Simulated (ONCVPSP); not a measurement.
**Cu (Z = 29) ONCV: all-electron and pseudo phase curves**

ONCVPSP 4.0.1 input, shortened (lines: element, Z, core and valence counts, functional; n l f; lmax; l rc ep ncon nbas qcut; lloc lpopt rc5 dvloc0; l nproj debl; icmod fcfact rcfact), LDA (Perdew-Wang 92), scalar-relativistic:

```
  Cu 29.00    4    3  -001012      upf
    1    0    2.00
    2    0    2.00
    2    1    6.00
    3    0    2.00
    3    1    6.00
    3    2    9.00
    4    0    2.00
    2
    0    2.30    0.00    4    7    3.30
    1    0.70    0.00    5    8   12.60
    2    0.70    0.00    4    8   20.50
    2    5    0.70    0.00
    0    2    2.50
    1    2    2.10
    2    0    2.50
    1    0.60    0.00
```

In the p channel the program set the typed energies aside and used -2.836, 0.250 Ha.

The phase is arctan(r·R′/R) of the radial function R(r), unwrapped; energies in Ha, scanned from -4 to 5 Ha. A pole is an energy at which the radial function vanishes at the test radius. The pseudo phase is shifted by a multiple of π to meet the all-electron one at the reference energy, and phase errors are pseudo minus all-electron; the curves can meet again beyond the range given. Levels narrower than the energy grid can be missing from the lists of poles.

Q: For each channel, where are the poles, and over which energies does the pseudopotential scatter like the atom?

A:

```
channel  radius (bohr)  reference energy (Ha)  poles, all-electron  poles, pseudo  unbroken range about the reference energy with phases within 0.05 rad  phase error 1 Ha above the reference energy (rad)
      s           2.33                  -0.22                 0.90     0.90, 3.20                                                              below 2.7                                             -0.001
      p           0.71                  -2.84                 none           none                                                        the whole range                                             +0.000
      d           0.71                  -0.36                 none           none                                                        the whole range                                             +0.001
```

Note: ghosts flagged at negative energy: s at -658.7 eV; GHOST(+) flagged for s at 87.5 eV. A true bound ghost makes a file unfit for plane-wave use.

Phases in the d channel:

```tsv
E (Ha)	all-electron	pseudo
-3.98	0.255	0.264
-3.50	0.101	0.109
-3.02	-0.068	-0.061
-2.54	-0.244	-0.240
-2.06	-0.418	-0.416
-1.58	-0.581	-0.580
-1.10	-0.726	-0.726
-0.62	-0.852	-0.852
-0.14	-0.958	-0.958
0.34	-1.049	-1.048
0.82	-1.125	-1.125
1.30	-1.191	-1.189
1.78	-1.247	-1.245
2.26	-1.296	-1.293
2.74	-1.338	-1.334
3.22	-1.376	-1.371
3.70	-1.410	-1.404
4.18	-1.441	-1.434
4.66	-1.469	-1.461
```
